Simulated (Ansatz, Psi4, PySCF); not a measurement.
tantalum atom (Ta), quartet (core potentials on Ta). Base run: PySCF with HF/def2-SVP.

The PySCF input:
```python
from pyscf import gto, scf

mol = gto.Mole()
mol.atom = '''
    Ta    0.000000    0.000000    0.000000
'''
mol.basis = 'def2-svp'
mol.ecp = {'Ta': 'def2-svp'}
mol.charge = 0
mol.spin = 3
mol.verbose = 3
mol.build()

mf = scf.UHF(mol)
mf.kernel()
```

The same geometry, method and basis name were run in Ansatz (an electronic-structure program) and Psi4 and PySCF, at each program's defaults and at the settings that a row names. The base is PySCF at its defaults. Differences at the defaults can come from grids, fitting, cores and function types together. The rows with settings made alike still differ; the cause (another SCF solution, basis table, core potential or functional code) wasn't traced.

```
code and settings                                                           ΔE vs base (mEh)  basis functions     E (Eh)  SCF cycles               outcome
--------------------------------------------------------------------------  ----------------  ---------------  ---------  ----------  --------------------
PySCF, defaults (exact integrals, spherical functions)                                 0.000               32  -56.28581          29             converged
Psi4, defaults (density fitting with its default set, spherical functions)            71.302               32  -56.21450          24  another SCF solution
Ansatz, defaults (factorised integrals, spherical functions)                           0.000               32  -56.28581           -             converged
PySCF, density fitting with def2-universal-jkfit                                       7.069               32  -56.27874          37             converged
Psi4, exact integrals, spherical functions                                            71.301               32  -56.21451          27  another SCF solution
Ansatz, high accuracy                                                                  0.000               32  -56.28581           -             converged
```

A guess, shift, damping, solver or small numerical setting can't move a converged solution much, so rows marked as another SCF solution ended in a different state.

Open shells are given as the SCF converged; they aren't shown to be the lowest states, and a large step between rows can be another state.
